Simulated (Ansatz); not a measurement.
Reaction (redistribution): `BB(O)S` + `C[CH2][SnH2][SiH3]` → `CCB(O)S` + `[BH2][SnH2][SiH3]`

Computed with Ansatz on PBE0-D4/def2-TZVP structures; ΔE is electronic, products minus reactants. CBS: MP2 limit from def2 TZ/QZ plus the TZ coupled-cluster correction, frozen cores. Functionals use def2-TZVPP. def2 core potentials past Kr. For Sn outer-core shells are correlated without core-valence functions, which leaves a few kJ/mol of doubt a bond. One conformer a species, not always the lowest.

(1) Is it downhill or uphill in electronic energy at CCSD(T)/CBS, and by how much? (Estimate.)

(2) What do these levels give: PBE-D4, r2SCAN-D4, PBE0-D4, ωB97M-V, r2SCAN, MP2/def2-TZVPP, SCS-MP2/def2-TZVPP, CCSD/def2-TZVPP, CCSD(T)/def2-TZVPP, HF/def2-QZVPP, MP2/def2-QZVPP, HF/CBS(def2)? (An estimate is asked.)

Largest T1 diagnostic among the species: 0.014.

Results:

(1) Ansatz gave: Downhill: ΔE = -9.9 kcal/mol.

(2) The calculation gave: PBE-D4 -9.0, r2SCAN-D4 -10.3, PBE0-D4 -10.1, ωB97M-V -10.7, r2SCAN -10.3, MP2/def2-TZVPP -10.2, SCS-MP2/def2-TZVPP -9.9, CCSD/def2-TZVPP -10.6, CCSD(T)/def2-TZVPP -10.2, HF/def2-QZVPP -11.6, MP2/def2-QZVPP -9.9, HF/CBS(def2) -11.6 kcal/mol.

In def2-TZVPP, CCSD(T) changes the Hartree–Fock value by +1.6 kcal/mol (the triples alone add +0.4 kcal/mol) and MP2 by +1.6 kcal/mol. From PBE to PBE0 (25 % exact exchange), in def2-TZVPP and without D4, ΔE moves by −1.1 kcal/mol.
